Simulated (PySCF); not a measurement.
These compounds are isomers of formula C₆H₁₁PSi.

A. `InChI=1S/C6H11PSi/c1-8(7)5-4-6-2-3-6/h6,8H,2-3,7H2,1H3/t8-/m1/s1`
B. `[SiH3]CP1C=CCC=C1`
C. SMILES C#C/P=C/[Si](C)(C)C
D. `Cc1[pH]cc([SiH3])c1C`
E. `InChI=1S/C6H11PSi/c1-8-7-5-3-2-4-6-7/h3-6H,2,8H2,1H3`

Spectrum 1. $^{13}$C{$^{1}$H} NMR (computed): δ 136.9 (CH), 136.9 (CH), 33.1 (CH2), 4.2 (CH2).

Spectrum 2. $^{13}$C{$^{1}$H} NMR (computed): δ 133.7 (CH), 128.3 (CH), 32.4 (CH2), -8.4 (CH3).

Spectrum 3. $^{13}$C{$^{1}$H} NMR (computed): δ 157.1 (C), 154.4 (C), 151.1 (CH), 146.9 (C), 17.0 (CH3), 15.7 (CH3).

Spectrum 4. $^{13}$C{$^{1}$H} NMR (computed): δ 123.5 (C), 82.7 (C), 11.9 (CH2), 11.8 (CH2), 3.3 (CH), -0.9 (CH3).

Spectrum 5. $^{13}$C{$^{1}$H} NMR (computed): δ 231.8 (CH), 111.5 (CH), 96.0 (C), 2.4 (CH3).

One computed conformer, no relativistic terms, isolated molecule, one averaged value for each set of equivalent atoms. GFN2-xTB structure; NMR shieldings at PBE0/pcSseg-1/GIAO; PySCF 2.14.0 with density-fitted response routines.

Shifts are taken against calculated references (same method and geometry level): $^{13}$C (σref 186.93) against TMS. Splittings of carbon signals by F and P are missing where no couplings were computed. Shifts are as computed. Against solution values, carbons near 30 ppm lie about +3 ppm off and those near 130 ppm about +5 ppm. Of 1211 compounds with measured shifts, 218 miss one by over three times the rms of a fit or turn the order of signals round; such compounds aren't used in these exercises.

Problem. Match each spectrum to its structure.

Solution. 1–B, 2–E, 3–D, 4–A, 5–C.

- Spectrum 1 (B): 4 $^{13}$C signals; δC 136.9 is an alkene CH; δC 136.9 is an alkene CH.
- Spectrum 2 (E): 4 $^{13}$C signals; δC 133.7 is an alkene CH; δC 128.3 is an alkene CH.
- Spectrum 3 (D): 6 $^{13}$C signals; δC 17.0 is a methyl carbon on an unsaturated ring; δC 15.7 is a methyl carbon on an unsaturated ring.
- Spectrum 4 (A): 6 $^{13}$C signals; δC 82.7 is an alkyne carbon; δC 11.9 is a three-membered-ring carbon.
- Spectrum 5 (C): 4 $^{13}$C signals; δC 96.0 is an alkyne carbon; δC 2.4 is a methyl carbon bonded to Si.
